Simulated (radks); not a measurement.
The numbers below are computed, except where a source is named.
Trend from La+ to Lu+: ionisation energy by Delta-SCF between NIST ground configurations, and size. Level of theory: scalar-relativistic Kohn-Sham, PBEsol, spin-unpolarised, spherical densities, finite nucleus; Fermi nuclear charge, rms radius of each element as measured or else 0.836 A^(1/3) + 0.57 fm (a radial shooting solver on a logarithmic mesh with Libxc functionals).

[
 {"species": "La+", "configuration": "[Xe] 5d2", "IE (eV)": "10.792", "NIST (eV)": "11.185", "kind": "exp.", "outermost": "5d", "<r> outermost (bohr)": "2.88", "r at 0.001 e/bohr^3 (bohr)": "4.40"},
 {"species": "Ce+", "configuration": "[Xe] 4f1 5d2", "IE (eV)": "9.427", "NIST (eV)": "10.96", "kind": "semi-emp.", "outermost": "5d", "<r> outermost (bohr)": "2.83", "r at 0.001 e/bohr^3 (bohr)": "4.37"},
 {"species": "Pr+", "configuration": "[Xe] 4f3 6s1", "IE (eV)": "10.532", "NIST (eV)": "10.63", "kind": "semi-emp.", "outermost": "6s", "<r> outermost (bohr)": "4.07", "r at 0.001 e/bohr^3 (bohr)": "4.63"},
 {"species": "Nd+", "configuration": "[Xe] 4f4 6s1", "IE (eV)": "10.690", "NIST (eV)": "10.78", "kind": "semi-emp.", "outermost": "6s", "<r> outermost (bohr)": "4.01", "r at 0.001 e/bohr^3 (bohr)": "4.60"},
 {"species": "Pm+", "configuration": "[Xe] 4f5 6s1", "IE (eV)": "10.840", "NIST (eV)": "10.94", "kind": "semi-emp.", "outermost": "6s", "<r> outermost (bohr)": "3.95", "r at 0.001 e/bohr^3 (bohr)": "4.57"},
 {"species": "Sm+", "configuration": "[Xe] 4f6 6s1", "IE (eV)": "10.986", "NIST (eV)": "11.08", "kind": "semi-emp.", "outermost": "6s", "<r> outermost (bohr)": "3.90", "r at 0.001 e/bohr^3 (bohr)": "4.54"},
 {"species": "Eu+", "configuration": "[Xe] 4f7 6s1", "IE (eV)": "11.130", "NIST (eV)": "11.24", "kind": "semi-emp.", "outermost": "6s", "<r> outermost (bohr)": "3.85", "r at 0.001 e/bohr^3 (bohr)": "4.51"},
 {"species": "Gd+", "configuration": "[Xe] 4f7 5d1 6s1", "IE (eV)": "12.045", "NIST (eV)": "12.08", "kind": "semi-emp.", "outermost": "6s", "<r> outermost (bohr)": "3.64", "r at 0.001 e/bohr^3 (bohr)": "4.59"},
 {"species": "Tb+", "configuration": "[Xe] 4f9 6s1", "IE (eV)": "11.413", "NIST (eV)": "11.51", "kind": "semi-emp.", "outermost": "6s", "<r> outermost (bohr)": "3.75", "r at 0.001 e/bohr^3 (bohr)": "4.45"},
 {"species": "Dy+", "configuration": "[Xe] 4f10 6s1", "IE (eV)": "11.554", "NIST (eV)": "11.65", "kind": "semi-emp.", "outermost": "6s", "<r> outermost (bohr)": "3.71", "r at 0.001 e/bohr^3 (bohr)": "4.43"},
 {"species": "Ho+", "configuration": "[Xe] 4f11 6s1", "IE (eV)": "11.695", "NIST (eV)": "11.78", "kind": "semi-emp.", "outermost": "6s", "<r> outermost (bohr)": "3.66", "r at 0.001 e/bohr^3 (bohr)": "4.40"},
 {"species": "Er+", "configuration": "[Xe] 4f12 6s1", "IE (eV)": "11.837", "NIST (eV)": "11.92", "kind": "semi-emp.", "outermost": "6s", "<r> outermost (bohr)": "3.62", "r at 0.001 e/bohr^3 (bohr)": "4.38"},
 {"species": "Tm+", "configuration": "[Xe] 4f13 6s1", "IE (eV)": "11.980", "NIST (eV)": "12.07", "kind": "semi-emp.", "outermost": "6s", "<r> outermost (bohr)": "3.57", "r at 0.001 e/bohr^3 (bohr)": "4.35"},
 {"species": "Yb+", "configuration": "[Xe] 4f14 6s1", "IE (eV)": "12.124", "NIST (eV)": "12.179", "kind": "exp.", "outermost": "6s", "<r> outermost (bohr)": "3.53", "r at 0.001 e/bohr^3 (bohr)": "4.33"},
 {"species": "Lu+", "configuration": "[Xe] 4f14 6s2", "IE (eV)": "14.290", "NIST (eV)": "14.13", "kind": "semi-emp.", "outermost": "6s", "<r> outermost (bohr)": "3.25", "r at 0.001 e/bohr^3 (bohr)": "4.62"}
]

Reference values: NIST Atomic Spectra Database (exp. = measured, semi-emp. = semi-empirical, theory = theoretical value adopted there). Spin polarisation and multiplet splitting are left out, so open shells lie too high by an amount that depends on their filling. Spin-orbit splitting is averaged out at the scalar-relativistic level.

Beside tabulated values, note that spin-unpolarised runs miss the spin-polarisation part of the exchange energy of open shells.
